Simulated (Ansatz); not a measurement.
Isolated molecules relaxed with PBE0-D4/def2-TZVP in Ansatz; ΔE leaves out vibrations. CBS: MP2 limit from def2 TZ/QZ plus the TZ coupled-cluster correction, frozen cores. DFT in def2-TZVPP. def2 core potentials past Kr. For Sn outer-core shells are correlated without core-valence functions, which leaves a few kJ/mol of doubt a bond.

Consider the formal exchange of groups at the Sn–C bond: `C#C[CH](F)[SnH3]` + trimethylsilane → `C[SiH](C)[SnH3]` + `C#CC(C)F`.

`C#C[CH](F)[SnH3]`:

Cartesian coordinates in Å:
```
C -0.905 1.799 1.382
C -0.428 1.275 0.411
C 0.152 0.586 -0.710
F -0.667 0.659 -1.833
Sn 0.457 -1.528 -0.216
H -1.326 2.276 2.235
H 1.116 1.030 -0.977
H 1.083 -2.308 -1.597
H -1.050 -2.177 0.231
H 1.570 -1.612 1.074
```

`C[SiH](C)C`:

Cartesian coordinates in Å:
```
C -0.427 0.869 1.493
Si -0.096 0.382 -0.286
C -1.210 -1.038 -0.790
C 1.703 -0.092 -0.507
H 0.203 1.709 1.795
H -1.470 1.165 1.633
H -0.221 0.035 2.170
H -0.392 1.555 -1.164
H -1.025 -1.918 -0.169
H -1.041 -1.320 -1.832
H -2.264 -0.769 -0.683
H 2.365 0.733 -0.234
H 1.960 -0.950 0.120
H 1.915 -0.361 -1.545
```

`C[SiH](C)[SnH3]`:

Cartesian coordinates in Å:
```
C 0.149 -0.686 -1.778
Si -0.517 0.202 -0.266
C 0.278 1.890 -0.072
Sn -0.110 -1.212 1.838
H -0.330 -1.659 -1.908
H -0.034 -0.095 -2.680
H 1.226 -0.849 -1.692
H -1.993 0.372 -0.410
H 1.359 1.800 0.060
H -0.125 2.420 0.793
H 0.096 2.502 -0.960
H -0.701 -0.449 3.251
H 1.563 -1.490 2.084
H -0.860 -2.747 1.739
```

`C#CC(C)F`:

Cartesian coordinates in Å:
```
C -1.642 -0.856 -1.349
C -0.952 -0.166 -0.651
C -0.110 0.645 0.218
C 1.118 -0.097 0.697
F 0.291 1.788 -0.462
H -2.255 -1.462 -1.974
H -0.707 0.986 1.072
H 1.715 0.557 1.334
H 0.823 -0.978 1.269
H 1.719 -0.417 -0.155
```

(1) Is it downhill or uphill in electronic energy at CCSD(T)/CBS, and by how much? (An estimate is asked.)

(2) What do these levels give: r2SCAN-D4, ωB97X-V, PBE, r2SCAN, MP2/def2-TZVPP, HF/def2-QZVPP? (Estimate.)

Largest T1 diagnostic among the species: 0.013.

Results:

(1) The calculation gave: Downhill: ΔE = -0.32 eV.

(2) Computed: r2SCAN-D4 -0.28, ωB97X-V -0.31, PBE -0.32, r2SCAN -0.28, MP2/def2-TZVPP -0.28, HF/def2-QZVPP -0.36 eV.

In def2-TZVPP, CCSD(T) changes the Hartree–Fock value by +0.07 eV (the triples alone add +0.01 eV) and MP2 by +0.09 eV. From PBE to PBE0 (25 % exact exchange), in def2-TZVPP and without D4, ΔE moves by −0.04 eV.
